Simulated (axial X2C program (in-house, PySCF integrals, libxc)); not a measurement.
# Photoelectron levels of AgTe⁻ by EOM-IP-CCSD

Calculated with an in-house all-electron X2C program for linear molecules (integrals from PySCF): two-component X2C with atomic mean-field Coulomb and Gaunt terms, Gaussian nuclei, basis Te dyall-acv3z, Ag dyall-acv3z with contracted cores.

R = 2.676 Å (1.045 times 2.561 Å, the PBE0 minimum at charge -1 for the lowest determinant).

Vertical detachment energies of AgTe⁻ to the states of AgTe:

| Ω of AgTe | vertical detachment energy (eV) | above lowest (cm⁻¹) | ionised spinor | one-hole weight |
| --- | --- | --- | --- | --- |
| 3/2 | 1.755 | 0 | 85% Te pπ, 8% Ag pπ | 0.93 |
| 1/2 | 2.165 | 3308 | 81% Te pπ, 7% Ag pπ | 0.93 |
| 1/2 | 3.401 | 13274 | 64% Te pσ, 24% Ag sσ | 0.93 |

Q: Take the first Ω = 1/2 and Ω = 3/2 rows of π character: how far apart are they, and which lies lower?

A: E(3/2) − E(1/2) = 0 − 3308 = -3308 cm⁻¹ at EOM-IP-CCSD: inverted, Ω = 3/2 lower. Splittings at this level can be off by ten to twenty per cent.

This point took 19 s on 1 thread of Arm Neoverse V2, on a shared host.

Reference electrons by ω block (each with its −ω partner): 1/2: 31, 3/2: 15, 5/2: 4. 18 electrons of AgTe⁻ correlated (inner shells frozen), 84 natural virtual spinors (a truncated set); levels can be off by some tenths of an eV. Roots sought by Ω: (1/2: 4, 3/2: 3, 5/2: 1); rows need 60 % one-particle weight and stop where some Ω has no more roots. Missing are any skipped roots, higher Ω and states of a further excitation; these come out far too high here and may in truth be low or lowest. T1 of the reference 0.027 (Lee–Taylor). Number of frozen shells: Te 4 s, 3 p, 2 d; Ag 4 s, 3 p, 1 d. Large amplitudes in the reference (orbital relaxation or multireference character) lower the reliability.
